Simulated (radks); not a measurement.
The numbers below are computed, except where a source is named.
Species: the rubidium ion Rb18+. Configuration: [Ar] 4s1 (not the ground configuration). Level of theory: Dirac Kohn-Sham, LDA (Slater exchange, Perdew-Wang correlation), spin-unpolarised, spherical densities, finite nucleus; Fermi nuclear charge, rms radius 4.2036 fm (a radial shooting solver on a logarithmic mesh with Libxc functionals).

Normalised radial functions P(r) = r R(r) (large component), r in bohr:

r          2p3/2    4s1/2
0.005179  0.0353   0.1713
0.007423  0.0692   0.2211
0.01073   0.1352   0.2741
0.01537   0.2536   0.3150
0.02221   0.4649   0.3202
0.03209   0.8085   0.2504
0.046     1.2922   0.0741
0.06646   1.8816  -0.2105
0.09526   2.3597  -0.4791
0.1376    2.4330  -0.4932
0.1973    1.9092  -0.0444
0.285     1.0107   0.6348
0.4086    0.3192   0.6730
0.5903    0.0458  -0.3600
0.8461    0.0024  -1.2451
1.222     0.0000  -0.8665
1.752     0.0000  -0.1952
2.532     0.0000  -0.0102

2p3/2: eigenvalue -2460.8 eV, 0 radial nodes, <r> = 0.155 bohr, 90 % of the charge inside 0.252 bohr. 4s1/2: eigenvalue -415.82 eV, 3 radial nodes at r = 0.0512, 0.202, 0.532 bohr, <r> = 0.917 bohr, 90 % of the charge inside 1.29 bohr.
